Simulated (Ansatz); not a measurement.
Molecule: phosphanylboronic acid, sum formula H₄BPO₂, net charge 0, singlet state. 
Geometry from a B3LYP-D3(BJ)/def2-TZVP (Ansatz, a first-principles code) optimisation:
```xyz
8

O     -0.9983     1.3381     0.3178
B     -0.4900     0.0832     0.1146
O     -1.3400    -0.9763     0.1824
P      1.3505    -0.2649    -0.4092
H     -0.3561     2.0512     0.2737
H     -2.2486    -0.7129     0.3768
H      1.9496     0.6882     0.4541
H      1.5537    -1.3628     0.4590
```

Quantity: atomisation energy (electronic, to ground-state atoms), in kcal/mol. Valence correlation only, unless marked. Open shells are spin-unrestricted. Spin-orbit coupling is left out. No relativistic terms. The coupled-cluster limit lacks core correlation, which all-electron functionals hold. Basis-set limits of correlation are two-point, X^-3; Hartree-Fock from the larger set.

```csv
level,program,atomisation energy (kcal/mol)
HF/aug-cc-pV(D+d)Z,Ansatz,496.0
```

Task: Estimate the value at CCSD(T)/CBS(aug-cc-pV(T+d)Z,aug-cc-pV(Q+d)Z) as computed with Ansatz.

Result: 715.5 kcal/mol, so HF/aug-cc-pV(D+d)Z differs from it by -219.5 kcal/mol.
